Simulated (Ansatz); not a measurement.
Ligand-field states of FeBr₃ at its r2SCAN-D4/def2-SVP geometry (relaxed as a sextet).

```xyz
4

Fe    0.0066   -0.0016   -0.0017
Br   -0.7333   -1.6879   -1.3484
Br    0.2793    2.0989   -0.8490
Br    0.4474   -0.4094    2.1992
```

CASSCF(5,5) on the Fe 3d shell in def2-SVP, averaged with equal weights over 1 sextet and 12 quartets and 9 doublets, then SC-NEVPT2; Ansatz, no spin–orbit coupling. The space holds no ligand orbitals and no second d shell, so covalent complexes are described poorly.

Question: Estimate the states' energies above the lowest.

Answer: 
| state | CASSCF (cm⁻¹) | NEVPT2 (cm⁻¹) |
| --- | --- | --- |
| sextet 1 | 0 | 0 |
| quartet 1 | 25596 | 18723 |
| quartet 2 | 25921 | 19040 |
| quartet 3 | 26301 | 18514 |
| quartet 4 | 26304 | 18519 |
| quartet 5 | 26857 | 19190 |
| quartet 6 | 26858 | 19190 |
| quartet 7 | 28626 | 25313 |
| quartet 8 | 28626 | 25313 |
| quartet 9 | 31119 | 28687 |
| quartet 10 | 31974 | 28350 |
| quartet 11 | 31974 | 28350 |
| quartet 12 | 33427 | 28456 |
| doublet 1 | 40338 | 34430 |
| doublet 2 | 40340 | 34434 |
| doublet 3 | 40387 | 34028 |
| doublet 4 | 40413 | 34591 |
| doublet 5 | 40475 | 33116 |
| doublet 6 | 40563 | 34189 |
| doublet 7 | 40564 | 34189 |
| doublet 8 | 41170 | 35385 |
| doublet 9 | 41170 | 35385 |
The lowest NEVPT2 state is a sextet. Hardware: 4 threads of Arm Neoverse N1 on a shared host. Wall time 48 s, peak host memory 1.1 GiB.
